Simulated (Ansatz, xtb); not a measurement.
# Relative energy of two conformers of ClGeH6N3

We compare I, `[NH2][Ge]([NH2])([NH2])[Cl]`, a singlet, with II, `[NH2][Ge]([NH2])([NH2])[Cl]`, a singlet. Both are isolated molecules in the gas phase, relaxed with PBE0-D4/def2-SVP.

I (Å):

```xyz
11

Cl    1.1611    1.5147    0.1771
Ge   -0.7550    1.2531   -0.8223
N    -0.6445   -0.4444   -1.4698
N    -0.8610    2.7233   -1.8895
N    -2.2342    1.2894    0.2055
H    -1.3546   -0.7015   -2.1496
H     0.2746   -0.7062   -1.8135
H     0.0173    3.0011   -2.3172
H    -1.5974    2.7051   -2.5894
H    -2.4374    2.1780    0.6521
H    -2.3284    0.5249    0.8665
```

II (Å):

```xyz
11

Cl    1.4437    1.8362    0.5880
Ge    0.1317    0.1561    0.0529
N    -1.4801    0.7977   -0.4724
N    -0.0830   -0.9217    1.4944
N     0.8823   -0.7851   -1.3023
H    -1.4842    1.7643   -0.7846
H    -2.2045    0.6627    0.2278
H     0.0952   -0.4869    2.3949
H     0.4472   -1.7860    1.4223
H     1.8873   -0.6779   -1.4038
H     0.4296   -0.6161   -2.1966
```

Energies in hartree; the thermal terms are from GFN2-xTB frequencies at re-optimised GFN2-xTB minima (ideal gas, soft modes damped towards free rotors, one conformer each, 298.15 K, 1 atm) and include the zero-point energy:

```
                               I            II
E, CCSD(T)/def2-SVP  −2702.207424  −2702.207996
    E, MP2/def2-SVP  −2702.149306  −2702.149787
  E, MP2/def2-TZVPP  −2702.998173  −2702.997732
  zero-point energy      0.074553      0.074392
       H(298 K) − E      0.084809      0.084891
       G(298 K) − E      0.040867      0.040897
```

Q: Correct the CCSD(T) difference for the basis set by the MP2 change, then work out ΔE, ΔE₀, ΔH and ΔG for I → II in kcal/mol (1 Eh = 627.51 kcal/mol) and the equilibrium ratio [II]/[I].

A: 1. Differences II − I: CCSD(T) −0.000572, MP2 in the small set −0.000481, MP2 in the large set +0.000441 Eh.
2. ΔE = −0.000572 + (+0.000441 − (−0.000481)) = +0.000350 Eh = +0.22 kcal/mol.
3. ΔE₀ = ΔE + ΔZPE = +0.000350 + (−0.000161) Eh = +0.12 kcal/mol.
4. ΔH = ΔE + (+0.000082) Eh = +0.27 kcal/mol.
5. ΔG = ΔE + (+0.000030) Eh = +0.24 kcal/mol, so ΔS = (ΔH − ΔG)/T = +0.5 J/(mol K).
6. kT = 0.9442 mEh, so K = [II]/[I] = exp(−ΔG/kT) = exp(−0.40) ≈ 0.67.

The two are too close for this level to say which is favoured. An error of 1 kcal/mol in ΔG would change K by a factor of 5.4. Mirror images and further conformers aren't counted.

Other levels gave ΔE = −1.1 (PBE0-D4/def2-SVP); −0.6 (HF/def2-SVP); −0.3 (MP2/def2-SVP); −0.4 (CCSD(T)/def2-SVP) kcal/mol. The correlated steps freeze 17 core orbitals; the filled d shell of Ge is correlated, in a basis made for valence electrons. Programs: Ansatz 0.2.0, xtb 6.7.1.
